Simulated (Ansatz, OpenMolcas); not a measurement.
# From OpenMolcas to Ansatz

This OpenMolcas 26.06 job computes singlet GeCNClF+:

run.input:
```
* CClFGeN Kohn-Sham DFT

&gateway
 baslib
 $CurrDir
 coord
 5
 angstrom
 N        1.169800      -1.332900       1.557000
 C        0.647700      -0.755000       0.707300
 Ge      -0.063200       0.127200      -0.853400
 F       -1.722100      -0.343000      -0.913400
 Cl       0.017500       2.230100      -0.539000
 basis
 cc-pVDZ
 group
 NoSym

&seward
 gridinput
 Grid=UltraFine
 End of Grid

&scf
 charge
 1
 ksdft
 B2PLYP_SCF
 thresholds
 1e-10 1e-07 1e-07 1e-05
 prorbitals
 1 2

&mbpt2
 frozen
 17
```

```bash
$ export MOLCAS_MEM=1860
$ pymolcas run.input > run.log
```

(Basis files named in the input come from the Basis Set Exchange and aren't shown.)

Geometry: relaxed at PBE0-D4/def2-TZVP. That shape belongs to the parent species and isn't relaxed for this state.

It gives a total energy of -2728.823437 Eh.

Question: Write the same calculation for Ansatz 0.2.0 as an input file of the program's own.

Answer: One way, which was run:

in.yaml:
```yaml
crystal:
  periodic: [false, false, false]
  atoms:
    - {symbol: "N", position_ang: [1.169800, -1.332900, 1.557000]}
    - {symbol: C, position_ang: [0.647700, -0.755000, 0.707300]}
    - {symbol: Ge, position_ang: [-0.063200, 0.127200, -0.853400]}
    - {symbol: F, position_ang: [-1.722100, -0.343000, -0.913400]}
    - {symbol: Cl, position_ang: [0.017500, 2.230100, -0.539000]}
basis:
  gaussian: {orbitals: cc-pVDZ}
total_charge: 1
hamiltonian: {xc: {name: B2PLYP}}
correlation: {frozen_orbitals: {C: 1, Cl: 5, F: 1, Ge: 9, "N": 1}}
accuracy: high
output: {orbitals: {seedname: orbitals}}
```

```bash
$ ansatz run in.yaml --threads 1 --pin off --max-ram 3480MiB --events-out events.jsonl --progress --plain --runs-dir runs
```

Its energy is -2728.823437 Eh, the same as the first but for the last digit, at most.
